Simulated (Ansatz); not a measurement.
CH$_{8}$O$_{4}$Si$_{2}$ (`CO[Si](O)(O)O[SiH3]`), relaxed with RKS PBE0-D4/def2-TZVP in Ansatz from a GFN2-xTB geometry. The force threshold is 0.005 eV/Å; the program also tests the step.

The species carries charge 0 and has multiplicity 1.

Start:

```xyz
15

C     1.453   -0.208   -1.524
O     1.417    0.532   -0.335
Si    0.550    0.198    0.987
O     0.976   -1.241    1.591
O     0.854    1.341    2.088
O    -1.043    0.197    0.654
Si   -2.265   -0.058   -0.369
H     1.928   -1.175   -1.355
H     2.030    0.364   -2.250
H     0.441   -0.372   -1.905
H     0.697   -1.476    2.472
H     0.756    2.256    1.844
H    -3.445    0.129    0.470
H    -2.165   -1.414   -0.916
H    -2.185    0.926   -1.453
```

Task: How much energy does the relaxation release, and in how many steps? (Estimate.)

Result: Computed: 3.24 kcal/mol, in 96 steps, 14 of them rejected.

Task: Which bonds change most? (An estimate is asked.)

Result: Ansatz gave: O6–Si7 from 1.614 to 1.639 Å; Si7–H13 from 1.460 to 1.484 Å; Si7–H14 from 1.465 to 1.485 Å; Si7–H15 from 1.466 to 1.485 Å.

Task: Give the relaxed structure. (An estimate is asked.)

Result: The calculation gave: 
```xyz
15

C     1.786    0.252   -1.533
O     1.651    0.597   -0.171
Si    0.431    0.101    0.783
O     0.446   -1.494    1.124
O     0.575    0.920    2.182
O    -0.968    0.365    0.011
Si   -2.503   -0.196   -0.117
H     1.932   -0.826   -1.656
H     2.660    0.770   -1.930
H     0.905    0.555   -2.107
H     1.070   -1.793    1.786
H     0.928    1.809    2.126
H    -3.336    0.894   -0.682
H    -3.035   -0.588    1.213
H    -2.542   -1.367   -1.030
```
